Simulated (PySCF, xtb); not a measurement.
C₆H₆O, SMILES O1C=C[C@H](C#C)C1. Other conformers were not sampled.

Harmonic wavenumbers (cm⁻¹) from GFN2-xTB in xtb at its own minimum, in rising order: 75, 150, 210, 373, 443, 508, 633, 665, 710, 755, 793, 840, 872, 969, 995, 1048, 1069, 1104, 1127, 1176, 1201, 1231, 1270, 1321, 1474, 1678, 2289, 2896, 2929, 2952, 3137, 3187, 3396.

Question: What does PBE-D3(BJ)/def2-SVP run with PySCF give at its own minimum? (The exact figures need the calculation; the answer reports its results.)

Answer: 83, 156, 224, 412, 489, 515, 622, 641, 650, 691, 804, 855, 880, 948, 971, 1007, 1042, 1079, 1145, 1177, 1219, 1260, 1271, 1352, 1428, 1639, 2166, 2907, 2974, 3069, 3162, 3203, 3409. Paired by order, the mean absolute difference is 30 cm⁻¹ and the zero-point energies are 62.1 and 62.1 kcal/mol.
